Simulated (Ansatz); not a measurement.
`Cl[CH](Cl)[InH2]` and `[SiH3]CC(Cl)Cl` differ in one atom or group.

Ansatz, PBE0-D4/def2-TZVP geometries, multiplicity 1. Each molecule was computed in one conformer, which needn't be the lowest.

Elements past krypton have def2 core potentials.

| property | `Cl[CH](Cl)[InH2]` |
| --- | --- |
| size of the dipole moment (ωB97M-V/def2-TZVPP) / D | 2.03 |
| LUMO energy (PBE0/def2-TZVPP) / eV | -1.86 |
| size of the dipole moment (PBE/def2-TZVPP) / D | 1.75 |
| HOMO–LUMO gap (B3LYP/def2-TZVPP) / eV | 4.91 |
| HOMO energy (B3LYP/def2-TZVPP) / eV | -7.04 |
| LUMO energy (ωB97M-V/def2-TZVPP) / eV | -0.36 |

(1) Give the same properties after the change, and the shifts. (Best estimate.)

## Answers

(1) The calculation gave: 
```json
{"property": "size of the dipole moment (ωB97M-V/def2-TZVPP) / D", "`[SiH3]CC(Cl)Cl`": "1.66", "shift": "-0.37"}
{"property": "LUMO energy (PBE0/def2-TZVPP) / eV", "`[SiH3]CC(Cl)Cl`": "-0.12", "shift": "1.74"}
{"property": "size of the dipole moment (PBE/def2-TZVPP) / D", "`[SiH3]CC(Cl)Cl`": "1.59", "shift": "-0.16"}
{"property": "HOMO–LUMO gap (B3LYP/def2-TZVPP) / eV", "`[SiH3]CC(Cl)Cl`": "7.95", "shift": "3.04"}
{"property": "HOMO energy (B3LYP/def2-TZVPP) / eV", "`[SiH3]CC(Cl)Cl`": "-8.32", "shift": "-1.28"}
{"property": "LUMO energy (ωB97M-V/def2-TZVPP) / eV", "`[SiH3]CC(Cl)Cl`": "1.87", "shift": "2.23"}
```

With PBE0 the HOMO falls by 1.35 eV and the LUMO rises by 1.74 eV, so the gap widens by about 3.09 eV. PBE moves the HOMO by -1.15 eV and ωB97M-V by -1.47 eV. Dipoles are sizes alone; their direction can turn.

B3LYP here is the variant with VWN-RPA as its local correlation; programs differ in this.
